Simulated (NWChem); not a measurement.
System: CH$_{3}$BrFGa; SMILES [Br][Ga]([F])[CH3]

Computed with NWChem. The geometry was optimised at PBE0/def2-SVP. Static field.

For level BHandHLYP/def2-SVPD:

isotropic polarisability (bohr³): 58.8
anisotropy (bohr³): 25.1

Question: Estimate the same quantities for level PBE/def2-SVPD.

Answer: 
- isotropic polarisability (bohr³) = 64.6
- anisotropy (bohr³) = 29.4
